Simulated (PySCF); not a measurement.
C3H5NOSi, SMILES C=C[SiH2]OC#N.

Geometry: PBE-D3(BJ)/def2-SVP. This is a generated structure with no PubChem entry under its InChIKey; it may be hypothetical. The values are those of a single conformer.

Two levels are set side by side: TDA-PBE/def2-SVPD (PySCF) and TDA-CAM-B3LYP/def2-SVPD (PySCF). Vertical, same geometry. The lowest singlet is HOMO→LUMO 100 % with PBE and HOMO→LUMO+1 83 % with the other functional; states are paired by order. Differences are taken from unrounded values.

```csv
quantity,TDA-CAM-B3LYP
lowest singlet excitation (eV),6.89
lowest triplet excitation (TDA) (eV),4.10
first bright state (f over 0.05) (eV),7.50
its oscillator strength,0.08
```

Question: What does TDA-PBE give, and how far is it from TDA-CAM-B3LYP? (An estimate is asked for; the answer gives what the named calculation found.)

Answer: 
```json
[
 {"quantity": "lowest singlet excitation (eV)", "TDA-PBE": "4.84", "TDA-PBE minus TDA-CAM-B3LYP": "-2.05"},
 {"quantity": "lowest triplet excitation (TDA) (eV)", "TDA-PBE": "4.22", "TDA-PBE minus TDA-CAM-B3LYP": "0.12"},
 {"quantity": "first bright state (f over 0.05) (eV)", "TDA-PBE": "6.81", "TDA-PBE minus TDA-CAM-B3LYP": "-0.68"},
 {"quantity": "its oscillator strength", "TDA-PBE": "0.08", "TDA-PBE minus TDA-CAM-B3LYP": "0.00"}
]
```

Functionals without exact exchange tend to place singlet excitations lower, as here. Differences between two approximate levels are no errors against the true value.

Rough cost on one machine, each run with all the roots and properties that it gave: TDA-CAM-B3LYP against TDA-PBE about 6 times.
